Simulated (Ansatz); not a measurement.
This geometry of Cl2Zn + H2 (5 atoms, charge 0, multiplicity 1) is a first-order saddle point.

Method: Ansatz 0.2.0, RKS PBE0-D4/def2-SVP.

```xyz
5
Properties=species:S:1:pos:R:3
Zn -0.623 0.000 -0.126
Cl 0.202 0.000 2.182
Cl 0.373 0.000 -1.984
H -2.011 0.000 0.811
H -1.225 0.000 1.620
```

Which two structures does it join? (They come from a converged band through this point; their orientation in space is the band's.)

Bonds broken: Zn1–Cl2, H4–H5. Bonds formed: Zn1–H4, Cl2–H5. Cl2Zn + H2 becomes ClH + ClHZn.

Initial state:

```xyz
5
Properties=species:S:1:pos:R:3
Zn 0.265 0.000 0.293
Cl 0.813 0.000 2.326
Cl -0.092 0.000 -1.781
H -2.224 0.000 0.461
H -2.048 0.000 1.205
```

Final state:

```xyz
5
Properties=species:S:1:pos:R:3
Zn -0.981 0.000 -0.552
Cl 0.190 0.000 2.034
Cl 0.878 0.000 -1.579
H -2.439 0.000 -0.068
H -0.933 0.000 2.667
```

How far does it lie above each of them?

1.31 eV above the first and 0.42 eV above the second. This is the barrier of this one path; another mechanism may lie lower. The orbitals stay closed-shell, which can raise the energy where a bond breaks towards radicals; this wasn't checked here.

The run took 4.6 min on 1 thread of Arm Neoverse V1, with other jobs on the host, peak memory 0.18 GiB.
